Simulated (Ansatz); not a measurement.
Coupled-cluster run, C₂H₇BSn, SMILES `B[C](=C)[SnH3]`.

```yaml
crystal:
  periodic: [false, false, false]
  atoms:
    - {symbol: B, position_ang: [-1.383877, 0.498298, 0.963817]}
    - {symbol: C, position_ang: [-0.056607, -0.047199, 0.408974]}
    - {symbol: C, position_ang: [0.801678, -0.617886, 1.268507]}
    - {symbol: Sn, position_ang: [0.443343, 0.080150, -1.666022]}
    - {symbol: H, position_ang: [-1.605114, 0.397311, 2.139286]}
    - {symbol: H, position_ang: [-2.203904, 1.020115, 0.262645]}
    - {symbol: H, position_ang: [0.558943, -0.689273, 2.328951]}
    - {symbol: H, position_ang: [1.765230, -1.034292, 0.977168]}
    - {symbol: H, position_ang: [1.983207, -0.629049, -1.899505]}
    - {symbol: H, position_ang: [-0.719543, -0.749357, -2.601949]}
    - {symbol: H, position_ang: [0.482046, 1.714082, -2.161173]}
basis:
  gaussian: {orbitals: def2-TZVPP}
correlation: {method: ccsd_t}
```

```sh
$ ansatz run in.yaml --threads 4 --pin off --events-out ev --progress --plain --max-ram 10444MiB
```

Output of Ansatz, abridged:

```
Functional definition: HF
1566 factors; integrals over basis functions are off by at most 9.5e-4 eV
mean field evaluation 1: about -8645.1314 eV, gradient 3.0e1 eV
mean field evaluation 2: about -8645.3081 eV, gradient 3.0e1 eV
mean field evaluation 4: about -8648.1272 eV, gradient 4.1e0 eV
mean field evaluation 8: about -8648.1816 eV, gradient 2.0e-1 eV
mean field -8648.18175901 eV, -317.8148176954 hartree, gradient 1.4e-6 eV, S^2 0.000000; 0 other end points of the search recorded, 0 dependent functions left out
7 core orbitals not correlated: weight in the atoms' cores, before any rotation towards them, 1.000 or more for the frozen orbitals, at most 0.000 for the correlated occupied ones
reference -8648.18175901 eV, -317.8148176954 hartree; 16, 16 occupied and 218, 218 virtual orbitals, 1566 factors
second order -20.70386823 eV of doubles, -0.00000000 eV of singles
cycle   1  -21.02753674 eV  change   -3.2e-1 eV  update   1.1e-1
cycle   2  -21.65541084 eV  change   -6.3e-1 eV  update   3.3e-2
cycle   3  -21.74637562 eV  change   -9.1e-2 eV  update   1.5e-2
cycle   4  -21.73693368 eV  change    9.4e-3 eV  update   3.8e-3
cycle   5  -21.73682181 eV  change    1.1e-4 eV  update   1.5e-3
cycle   6  -21.73696544 eV  change   -1.4e-4 eV  update   4.2e-4
cycle   7  -21.73688853 eV  change    7.7e-5 eV  update   1.7e-4
cycle   8  -21.73693441 eV  change   -4.6e-5 eV  update   5.9e-5
cycle   9  -21.73695592 eV  change   -2.2e-5 eV  update   2.5e-5
perturbative correction -0.82339241 eV, -0.0302591130 hartree
Total energy: -8670.74210734 eV, -318.6438952046 hartree
```

Run time 2.6 min (4 threads of an Arm Neoverse V1 on a shared host); peak host memory 5.1 GiB.

Correlation energy per correlated electron: -0.705 eV. T1 diagnostic: 0.0129.
